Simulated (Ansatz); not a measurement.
Calculated with Ansatz (gas phase, PBE0-D4/def2-TZVP geometries, no zero-point term in ΔE). CBS: MP2 limit from def2 TZ/QZ plus the TZ coupled-cluster correction, frozen cores. Functionals use def2-TZVPP. B3LYP here is the variant with VWN-RPA as its local correlation; programs differ in this. def2 core potentials past Kr. For Zr outer-core shells are correlated without core-valence functions, which leaves a few kJ/mol of doubt a bond. One conformer a species, not always the lowest.

Reaction (substitution at a C–O bond): `CC(C)[O][Al]([CH3])[F]` + `C[O][Zr]([NH2])([Cl])[O]C` → `C[O][Zr]([Cl])([NH]C(C)C)[O]C` + `[CH3][Al]([OH])[F]`

| species | B3LYP-D4 energy (Eh) |
| --- | --- |
| `CC(C)[O][Al]([CH3])[F]` | -576.29175 |
| `C[O][Zr]([NH2])([Cl])[O]C` | -793.92584 |
| `C[O][Zr]([Cl])([NH]C(C)C)[O]C` | -911.92093 |
| `[CH3][Al]([OH])[F]` | -458.30139 |

Task: Work out ΔE.

Result: ΔE = (-911.92093) + (-458.30139) − (-576.29175) − (-793.92584) = -0.00473 Eh = -3.0 kcal/mol. CCSD(T)/CBS gives -5.3 kcal/mol.

Largest T1 diagnostic among the species: 0.016.

Leaving LDA and LC-ωPBE aside and taking each functional with its dispersion term where it has one, the values, not all of them listed here, spread over 2.7 kcal/mol, from revPBE-D4 to CAM-B3LYP-D4. LDA lies −2.1 kcal/mol from PBE without D4. In def2-TZVPP, CCSD(T) changes the Hartree–Fock value by −6.8 kcal/mol (the triples alone add −1.0 kcal/mol) and MP2 by −8.3 kcal/mol. The D4 term adds −2.5 kcal/mol with B3LYP and −1.5 kcal/mol with PBE0; it sums over pairs of atoms, weighted by their polarisabilities, and B3LYP, whose exchange is more repulsive, gets the larger term.
